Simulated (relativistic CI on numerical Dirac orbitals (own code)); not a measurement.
# Slater and spin-orbit integrals, Se4+

Computed by Dirac-Coulomb-Breit CI, separate exchange-only KLI orbitals for each configuration, model QED (radiative potential, 1s self-energy scaled to tabulated hydrogen-like ionisation energies), valence Slater integrals scaled by 0.85, P86 correlation energy added to each configuration (own radial code, finite nucleus).

Slater integrals F^k, G^k are unscaled and averaged over j, outside the closed core [Ar] 3d10; ζ comes from projecting the Hamiltonian with its Breit term on Σ l·s of the shell.

- 4s 4p: G^1(4s,4p) = 78267, ζ(4p) = 3261.1 cm⁻¹; <r>(4s) = 1.596, <r^2>(4s) = 2.874, <r>(4p) = 1.806, <r^2>(4p) = 3.692 (bohr units).
- 4p2: F^2(4p,4p) = 58354, ζ(4p) = 3250.5 cm⁻¹; <r>(4p) = 1.805, <r^2>(4p) = 3.691 (bohr units).
- 4s 4d: G^2(4s,4d) = 36942, ζ(4d) = 201.41 cm⁻¹; <r>(4s) = 1.584, <r^2>(4s) = 2.836, <r>(4d) = 2.395, <r^2>(4d) = 6.53 (bohr units).

In this model ζ of a weakly bound d, f or g electron outside closed shells comes out too small, for d by up to a factor of two or three and at times with the wrong sign; that of an outer p electron is too small as well.

Averages of the first 10 configurations, taken without configuration mixing, which lowers the lowest level and can move excited configurations by several eV; other configurations of the list can lie among them:

```
Configuration  Parity  States  Average energy above the lowest level (eV)
          4s2    even       1                                         0.8
        4s 4p     odd      12                                        12.6
          4p2    even      15                                        27.2
        4s 4d    even      20                                        32.0
        4s 4f     odd      28                                        45.6
          4d2    even      45                                        65.3
        4p 4d     odd      60                                        45.7
        4s 5s    even       4                                        35.5
        4s 5p     odd      12                                        40.3
          4f2    even      91                                        93.3
```
